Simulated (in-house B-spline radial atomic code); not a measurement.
A fraction x of an electron is moved 4d → 5f in Dy⁵⁺, starting from [Kr] 4d10 4f8 5s2 5p5 and keeping the highest spin. Computed with a radial B-spline atomic code at the basis-set limit: scalar-relativistic (X2C) AM05, spin-polarised, spherical fractional occupations, Fermi nucleus of rms radius 5.2218 fm.

```csv
x,E(x) - E(0) (eV),4d down level (eV),5f up level (eV)
0,0.0000,-220.179,-
0.125,24.4482,-222.019,-25.798
0.25,49.0591,-223.860,-26.300
0.375,?,?,?
0.5,?,?,?
0.625,123.9217,-229.359,-27.625
0.75,149.2269,-231.181,-28.030
0.875,174.7098,-232.998,-28.421
1,200.3713,-234.808,-28.799
```

Task: What belongs in the row x = 0.375?

Result: An energy change of 73.8396 eV; 4d down at -225.697 eV, 5f up at -26.764 eV.

Task: What belongs in the row x = 0.5?

Result: An energy change of 98.7931 eV; 4d down at -227.530 eV, 5f up at -27.204 eV.

Task: Check Janak's theorem between x = 0.125 and 0.25.

Result: The slope of the energy is 196.89 eV; the orbital levels give 196.89 eV (ε of the receiving orbital less ε of the emptying one, averaged over the two points).
